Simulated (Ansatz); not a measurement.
The same path of C3H6OSe (11 atoms, charge 0, multiplicity 1) was run twice with different band settings. Lost on the way: C4–H10. Made: Se5–H10.

Theory: RKS B3LYP-D4/def2-SVP (Ansatz 0.2.0).

Relaxed end points:

```xyz
11
Properties=species:S:1:pos:R:3
C -1.581 1.042 0.661
O -0.627 0.009 0.554
C 0.488 0.285 -0.166
C 1.322 -0.685 -0.560
Se 0.965 -2.519 -0.156
H -2.382 0.679 1.318
H -1.144 1.955 1.106
H -2.016 1.300 -0.322
H 0.690 1.342 -0.382
H 2.239 -0.444 -1.097
H 2.112 -3.021 -0.936
```

```xyz
11
Properties=species:S:1:pos:R:3
C -1.591 0.811 0.611
O -0.437 0.026 0.393
C 0.666 0.682 -0.101
C 1.813 0.121 -0.516
Se 1.853 -1.776 -0.223
H -2.359 0.150 1.035
H -1.398 1.633 1.325
H -1.976 1.245 -0.330
H 0.568 1.778 -0.138
H 2.360 -2.175 -1.557
H 0.568 -2.552 -0.478
```

Common settings: movable images 5; climbing image yes; optimiser quadratic models (default); start path through a guess of the saddle point; force threshold 0.05 eV/Å; iteration limit 60; end points relaxed.

| run | spring |
| --- | --- |
| 1 | 5.0 eV/Å² |
| 2 | 50.0 eV/Å² |

**Question.** What does each run give, and how far can it be trusted?

**Answer.** Run 1: converged after 25 iterations, highest image 3.781 eV above the first end. Neighbouring images differ by up to 3.5 eV, so the band resolves the path poorly. A vibrational analysis at the climbing image gives one clearly imaginary mode, 739i cm⁻¹: a first-order saddle point.
Run 2: converged after 34 iterations, highest image 3.763 eV above the first end. Beside the main top the profile has a ripple of under 15 meV (maxima at images 1, 4), which may be a very shallow well or noise. Neighbouring images differ by up to 2.1 eV, so the band resolves the path poorly. The order of the stationary point at the top wasn't checked.
The orbitals stay closed-shell, which can raise the energy where a bond breaks towards radicals; this wasn't checked here.
